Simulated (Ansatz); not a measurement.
The cluster CuI₂, relaxed as a doublet with UKS PBE-D4/def2-TZVP in Ansatz, starting from the GFN2-xTB geometry. Force threshold 0.02 eV/Å.

In the def2 sets I takes a core potential; there is no spin–orbit coupling. An occupied level of the charge 0 doublet lies above an empty one (by up to 0.01 eV), so this SCF solution is probably not the lowest. The gap within one spin of the charge 0 doublet nearly closes, so an electron or hole may be smeared out by delocalisation error. The relaxation made no stability test and no search for a lower SCF solution. The structure comes from a short search, and lower isomers may exist.

Start:

```xyz
3

Cu   -0.002    0.000    0.000
I     0.762    2.010   -1.303
I    -0.760   -2.010    1.302
```

```json
{"step": "1", "energy (eV)": "-60838.3160", "largest force component (eV/Å)": "0.778", "SCF passes": "35"}
{"step": "2", "energy (eV)": "-60838.4154", "largest force component (eV/Å)": "0.093", "SCF passes": "24"}
{"step": "3", "energy (eV)": "-60838.4163", "largest force component (eV/Å)": "0.009", "SCF passes": "25"}
```

Force components are those of the run's own axes.

End:

```xyz
3

Cu    0.000    0.000    0.000
I     0.728    1.922   -1.246
I    -0.727   -1.923    1.246
```

By distances, no bond broke or formed. The bond that changes most is Cu1–I2, from 2.51 to 2.40 Å (atoms count from 1).

No frequencies were taken in this run, so the end may be a saddle point.

It took 9.5 s on 4 threads of Arm Neoverse N1 on a shared host.
